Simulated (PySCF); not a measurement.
CH4, charge +1, doublet, at a GFN2-xTB geometry (a state made from the parent by changing its charge; the spin is typed, not shown lowest); PySCF with CASSCF(3,5)/6-31G.

Here is a job for PySCF.
```python
from pyscf import gto, scf, mcscf
import numpy

mol = gto.Mole()
mol.atom = '''
    C    -0.00000000    0.00000000   -0.00000000
    H    -0.87365336   -0.16709520   -0.66617404
    H     0.17676539    1.08184332   -0.18261405
    H    -0.34635576   -0.53666404    0.90939994
    H     1.04324373   -0.37808407   -0.06061185
'''
mol.basis = '6-31g'
mol.charge = 1
mol.spin = 1
mol.verbose = 4
mol.build()

mf = scf.ROHF(mol)
mf.kernel()
mc = mcscf.CASSCF(mf, 5, 3)
mc.kernel()
occ = numpy.linalg.eigvalsh(mc.fcisolver.make_rdm1(mc.ci, mc.ncas, mc.nelecas))[::-1]
ss = mc.fcisolver.spin_square(mc.ci, mc.ncas, mc.nelecas)[0]
print('natural occupations', occ.round(4), ' <S^2>', round(ss, 4))
```

Problem. Write the output that PySCF gives for this input, abridged.

Solution. 
```
PySCF version 2.14.0

[INPUT] verbose = 4
[INPUT] num. atoms = 5
[INPUT] num. electrons = 9
[INPUT] charge = 1
[INPUT] spin (= nelec alpha-beta = 2S) = 1
[INPUT] symmetry False subgroup None
[INPUT] Mole.unit = angstrom
[INPUT] Symbol           X                Y                Z      unit          X                Y                Z       unit  Magmom
[...]
nuclear repulsion = 13.1955280482911
number of shells = 13
number of NR pGTOs = 38
number of NR cGTOs = 17
basis = 6-31g
ecp = {}

******** <class 'pyscf.scf.rohf.ROHF'> ********
method = ROHF
initial guess = minao
damping factor = 0
level_shift factor = 0
DIIS = <class 'pyscf.scf.diis.CDIIS'>
diis_start_cycle = 1
diis_space = 8
diis_damp = 0
SCF conv_tol = 1e-09
SCF conv_tol_grad = None
SCF max_cycles = 50
direct_scf = True
direct_scf_tol = 1e-13
num. doubly occ = 4  num. singly occ = 1
Set gradient conv threshold to 3.16228e-05
init E= -39.9535700632107
[...]
cycle= 1 E= -39.6804075107762  delta_E= 0.273  |g|= 0.351  |ddm|= 1.05
[...]
cycle= 2 E= -39.7252224132469  delta_E= -0.0448  |g|= 0.139  |ddm|= 0.353
[...]
cycle= 3 E= -39.7300636156978  delta_E= -0.00484  |g|= 0.0156  |ddm|= 0.0849
[...]
cycle= 4 E= -39.7301691097454  delta_E= -0.000105  |g|= 0.00146  |ddm|= 0.024
[...]
cycle= 5 E= -39.7301702419811  delta_E= -1.13e-06  |g|= 0.000167  |ddm|= 0.00207
[...]
cycle= 6 E= -39.7301702551652  delta_E= -1.32e-08  |g|= 6.67e-06  |ddm|= 0.00022
[...]
cycle= 7 E= -39.7301702552068  delta_E= -4.16e-11  |g|= 2.28e-06  |ddm|= 1.08e-05
[...]
Extra cycle  E= -39.7301702552108  delta_E= -3.96e-12  |g|= 6.23e-07  |ddm|= 2.39e-06
converged SCF energy = -39.7301702552108

******** <class 'pyscf.mcscf.mc1step.CASSCF'> ********
CAS (2e+1e, 5o), ncore = 3, nvir = 9
max_cycle_macro = 50
max_cycle_micro = 4
conv_tol = 1e-07
conv_tol_grad = None
orbital rotation max_stepsize = 0.02
orbital rotation threshold for CI restart = 0.01
augmented hessian ah_max_cycle = 30
augmented hessian ah_conv_tol = 1e-12
augmented hessian ah_linear dependence = 1e-14
augmented hessian ah_level shift = 1e-08
augmented hessian ah_start_tol = 2.5
augmented hessian ah_start_cycle = 3
augmented hessian ah_grad_trust_region = 3
kf_trust_region = 3
kf_interval = 4
ci_response_space = 4
ci_grad_trust_region = 3
with_dep4 0
natorb = False
canonicalization = True
sorting_mo_energy = False
ao2mo_level = 2
internal_rotation = False
******** <class 'pyscf.fci.direct_spin1.FCISolver'> ********
max. cycles = 50
conv_tol = 1e-08
davidson only = False
linear dependence = 1e-12
level shift = 0.001
max iter space = 12
nroots = 1
pspace_size = 400
spin = None
CASCI E = -39.7359694573109  S^2 = 0.7500000
Set conv_tol_grad to 0.000316228
macro iter   1 ( 21 JK    4 micro), CASSCF E = -39.7445406274912  dE = -8.57117018e-03  S^2 = 0.7500000
               |grad[o]|=0.0115  |grad[c]|=0.0164  |ddm|=0.0123  |maxRot[o]|=0.314
macro iter   2 ( 21 JK    4 micro), CASSCF E = -39.7506896794074  dE = -6.14905192e-03  S^2 = 0.7500000
               |grad[o]|=0.0147  |grad[c]|=0.013  |ddm|=0.00567  |maxRot[o]|=0.258
macro iter   3 ( 21 JK    4 micro), CASSCF E = -39.7522196428504  dE = -1.52996344e-03  S^2 = 0.7500000
               |grad[o]|=0.00663  |grad[c]|=0.00471  |ddm|=0.00111  |maxRot[o]|=0.313
macro iter   4 ( 21 JK    4 micro), CASSCF E = -39.7533250446238  dE = -1.10540177e-03  S^2 = 0.7500000
               |grad[o]|=0.00407  |grad[c]|=0.0026  |ddm|=0.00109  |maxRot[o]|=0.313
macro iter   5 ( 21 JK    4 micro), CASSCF E = -39.7537792306733  dE = -4.54186049e-04  S^2 = 0.7500000
               |grad[o]|=0.00188  |grad[c]|=0.00103  |ddm|=0.000935  |maxRot[o]|=0.313
macro iter   6 (  7 JK    2 micro), CASSCF E = -39.7537877487521  dE = -8.51807882e-06  S^2 = 0.7500000
               |grad[o]|=0.000333  |grad[c]|=0.000153  |ddm|=0.00032  |maxRot[o]|=0.0483
macro iter   7 (  3 JK    1 micro), CASSCF E = -39.7537877520496  dE = -3.29750804e-09  S^2 = 0.7500000
               |grad[o]|=3.87e-05  |grad[c]|=3.71e-05  |ddm|=2.36e-05  |maxRot[o]|=0.000253
1-step CASSCF converged in   7 macro (115 JK  23 micro) steps
CASSCF canonicalization
Density matrix diagonal elements [1.97572212 0.9983653  0.01036541 0.00302836 0.01251881]
CASSCF energy = -39.7537877520496
CASCI E = -39.7537877520496  E(CI) = -4.17220306881845  S^2 = 0.7500000
natural occupations [1.9759e+00 9.9840e-01 1.2400e-02 1.1600e-02 1.8000e-03]  <S^2> 0.75
```
